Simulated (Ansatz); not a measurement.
Worked example: CHBrClF + C2H2F3 → CHBrCl + C2H2F4

Species: CHBrClF `FC(Cl)Br`, singlet; C2H2F3 `[CH2]C(F)(F)F`, doublet; CHBrCl `Cl[CH]Br`, doublet; C2H2F4 (norflurane) `FCC(F)(F)F`, singlet. A radical takes F: the energy is the difference in strength between two C–F bonds in different surroundings.

Shapes, held fixed at every level: PBE0-D4/def2-TZVP. Programs: Ansatz 0.2.0. The zero-point and thermal change to 298 K, harmonic and unscaled (PBE0-D4/def2-TZVP), is +4.8 kJ/mol.

At CCSD(T)/def2-TZVPP; 1 Eh = 2625.50 kJ/mol:

```
species   energy (Eh)
CHBrClF  -3170.795606
 C2H2F3   -376.439187
 CHBrCl  -3070.999764
 C2H2F4   -476.241190
```

Q: Work out ΔH(298 K) of the reaction at this level.

A: 
1. Products less reactants: (-3070.999764) + (-476.241190) − [(-3170.795606) + (-376.439187)] = -0.006161 Eh = -16.2 kJ/mol.
2. With the thermal change: -16.2 + (+4.8) = -11.4 kJ/mol.

Other levels give -14.1 (wB97X-V/def2-TZVPP) to -5.1 kJ/mol (r2SCAN-D4/def2-TZVPP). No measured value is set beside it here. Open shells run unrestricted unless RO is named. Relativity is left out for Br unless named. Correlated rows may include outer-core shells of Br, which these sets cover unevenly.
